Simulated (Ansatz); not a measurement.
All values below come from B3LYP-D3(BJ)/def2-TZVP in Ansatz (an electronic-structure program). No frequencies were computed at this level.

Ansatz 0.2 input:
```yaml
crystal:
  periodic: [false, false, false]
  atoms:
    - { symbol: C, position_ang: [-0.961904, 0.314354, 0.063263] }
    - { symbol: C, position_ang: [0.279272, -0.573179, -0.051937] }
    - { symbol: C, position_ang: [1.481874, 0.22122, -0.04833] }
    - { symbol: N, position_ang: [2.427348, 0.863411, -0.044223] }
    - { symbol: H, position_ang: [-0.936132, 0.887443, 0.987403] }
    - { symbol: H, position_ang: [-1.011762, 1.009974, -0.771457] }
    - { symbol: H, position_ang: [-1.858692, -0.300592, 0.058984] }
    - { symbol: H, position_ang: [0.328031, -1.272921, 0.787497] }
    - { symbol: H, position_ang: [0.251966, -1.149712, -0.981199] }
basis:
  gaussian: { orbitals: def2-tzvp }
hamiltonian:
  xc: b3lyp
  dispersion: d3bj
relax:
  max_steps: 150
```

Output:

```
Functional definition: B3LYP
915 factors; their error is unknown
mean field evaluation 1: about -4675.3542 eV, gradient 6.4e1 eV
mean field evaluation 2: about -4670.6218 eV, gradient 7.6e1 eV
mean field evaluation 4: about -4684.0563 eV, gradient 5.2e0 eV
mean field evaluation 8: about -4684.1150 eV, gradient 5.2e-2 eV
mean field evaluation 16: about -4684.1035 eV, gradient 5.1e-5 eV
mean field -4684.10350846 eV, -172.1376289366 hartree, gradient 5.1e-5 eV, S^2 0.000000; 0 other end points of the search recorded, 0 dependent functions left out
reference -4684.10373602 eV, -172.1376372991 hartree; 15, 15 occupied and 139, 139 virtual orbitals, 915 factors
relax step   1: F+E_penalty+E_count = -4684.35540791 eV  Δ(F+E_penalty+E_count) = +0.000e0 eV  max|allowed force component| = 7.130e-1 eV/Å  Δτ_max = 0.0000 Å  (27 SCF iters, accepted)
these checks for a lower state are left out or cut short: starts, cluster_reference, orbital_swaps, neighbouring_geometries, increment
915 factors; their error is unknown
mean field -4684.11806937 eV, -172.1381640400 hartree, gradient 1.6e-5 eV, S^2 0.000000; 0 other end points of the search recorded, 0 dependent functions left out
reference -4684.11829755 eV, -172.1381724257 hartree; 15, 15 occupied and 139, 139 virtual orbitals, 915 factors
relax step   2: F+E_penalty+E_count = -4684.36819322 eV  Δ(F+E_penalty+E_count) = -1.279e-2 eV  max|allowed force component| = 2.419e-1 eV/Å  Δτ_max = 0.0358 Å  (31 SCF iters, accepted)
these checks for a lower state are left out or cut short: starts, cluster_reference, orbital_swaps, neighbouring_geometries, increment
915 factors; their error is unknown
mean field -4684.11942834 eV, -172.1382139813 hartree, gradient 1.6e-5 eV, S^2 0.000000; 0 other end points of the search recorded, 0 dependent functions left out
reference -4684.11965658 eV, -172.1382223688 hartree; 15, 15 occupied and 139, 139 virtual orbitals, 915 factors
relax step   3: F+E_penalty+E_count = -4684.36914821 eV  Δ(F+E_penalty+E_count) = -9.550e-4 eV  max|allowed force component| = 5.579e-2 eV/Å  Δτ_max = 0.0076 Å  (32 SCF iters, accepted)
these checks for a lower state are left out or cut short: starts, cluster_reference, orbital_swaps, neighbouring_geometries, increment
915 factors; their error is unknown
mean field evaluation 32: about -4684.1292 eV, gradient 4.9e-1 eV
mean field -4684.11948487 eV, -172.1382160587 hartree, gradient 1.6e-5 eV, S^2 0.000000; 0 other end points of the search recorded, 0 dependent functions left out
reference -4684.11971310 eV, -172.1382244461 hartree; 15, 15 occupied and 139, 139 virtual orbitals, 915 factors
relax step   4: F+E_penalty+E_count = -4684.36919100 eV  Δ(F+E_penalty+E_count) = -4.279e-5 eV  max|allowed force component| = 8.956e-3 eV/Å  Δτ_max = 0.0008 Å  (32 SCF iters, accepted)
915 factors; their error is unknown
mean field -4684.11948487 eV, -172.1382160587 hartree, gradient 1.6e-5 eV, S^2 0.000000; 1 other end points of the search recorded, 0 dependent functions left out
reference -4684.11971310 eV, -172.1382244461 hartree; 15, 15 occupied and 139, 139 virtual orbitals, 915 factors
Total energy: -4684.36941923 eV, -172.1474009771 hartree
Atom 0 at    -0.974182     0.315692     0.063883 Å, force     0.004507    -0.000051    -0.000198 eV/Å
Atom 1 at     0.278766    -0.561582    -0.051112 Å, force    -0.008956    -0.001034     0.000289 eV/Å
Atom 2 at     1.510328     0.221274    -0.049539 Å, force     0.003997    -0.005005    -0.000460 eV/Å
Atom 3 at     2.470087     0.854608    -0.046673 Å, force    -0.001965     0.002653     0.000233 eV/Å
Atom 4 at    -0.961510     0.891026     0.989081 Å, force    -0.000630    -0.000452    -0.000630 eV/Å
Atom 5 at    -1.037179     1.013598    -0.770454 Å, force    -0.000577    -0.000539     0.000613 eV/Å
Atom 6 at    -1.865219    -0.311923     0.058482 Å, force    -0.000748     0.000734     0.000084 eV/Å
Atom 7 at     0.327048    -1.272237     0.777272 Å, force     0.002198     0.001820     0.000403 eV/Å
Atom 8 at     0.251863    -1.150457    -0.970940 Å, force     0.002172     0.001875    -0.000335 eV/Å
Dipole moment:    -0.742267    -0.424494     0.002343 e Å
```

Cost: roughly 30 core-seconds.
